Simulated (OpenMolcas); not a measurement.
# Cl IV: effect of the IPEA shift

- Program: OpenMolcas
- Basis: ANO-RCC-VTZP [5s4p2d1f]
- Scalar Hamiltonian: DKH2, point nucleus
- Active space: 2 electrons in 3 orbitals (3p)
- State averaging: 2S+1 = 3 even, 3 roots; 2S+1 = 1 even, 6 roots
- Spin-orbit coupling: state interaction with AMFI integrals over the reference wave functions, term energies averaged over their components

Methods on the same reference wave functions:
A. CASSCF
B. SS-CASPT2, IPEA 0 Eh, imaginary shift 0.1 Eh (closed shells correlated: 2s 2p 3s)
C. SS-CASPT2, IPEA 0.25 Eh, imaginary shift 0.1 Eh (closed shells correlated: 2s 2p 3s)

Energies in eV above 3s² 3p² ³P₀, the measured ground level; measured values from Moore, Atomic Energy Levels, vol. I, NSRDS-NBS 35 (1971 reprint of NBS Circular 467, 1949).

```
      Level       A       B       C  Measured
3s² 3p² ³P₀  0.0000  0.0000  0.0000    0.0000
3s² 3p² ³P₁  0.0563  0.0571  0.0572    0.0609
3s² 3p² ³P₂  0.1576  0.1580  0.1579    0.1663
3s² 3p² ¹D₂  2.0849   1.781   1.722    1.7068
3s² 3p² ¹S₀  5.0270   4.188   4.126    4.0357
```

Deviations, from unrounded energies. A percentage is the sum of absolute deviations over the sum of measured energies, with the sign that they share, or ± where signs differ.

| Against measurement | Levels | A | B | C |
| --- | --- | --- | --- | --- |
| mean absolute deviation (cm-1) | 4 | 2800 | 480 | 240 |
| fine structure of the ground term (%) | 2 | -5.8 | -5.3 | -5.3 |
| other terms of the ground configuration (%) | 2 | +23.8 | +4.0 | +1.9 |

C lies closest to measurement on these levels and A furthest from it. The largest miss of C in the table is 3s² 3p² ¹S₀, by +730 cm-1. The ranking rests on the paired levels alone, and a cruder setting can come out closer through cancelling errors.

Between B and C the level of the table that moves most is 3s² 3p² ¹S₀, by 500 cm-1 (lowest in C, highest in B). Moves below CASPT2's spread within the term are not significant.

From A to B the spin-free energies of the other terms of 3s² 3p² shown, above ³P, scale by factors of 0.83 to 0.85.

The lowest spin-free term lies below A's lowest term by 0.106 hartree in B, 0.099 hartree in C.

Term energies are means over components that CASPT2 splits; among the terms shown or strongly mixed into the levels shown the widest spread is 75 cm-1 (3s² 3p² ¹D, C). With the s shell closed, the reference lacks s² → p² mixing. Measured partners are found by configuration, term and J. A level has none where our copy of the source lacks it or the pairing is in doubt (some pairs that miss far off the trend of their configuration count as doubtful), and it then counts in no deviation. Levels of configurations outside the active space are missing.
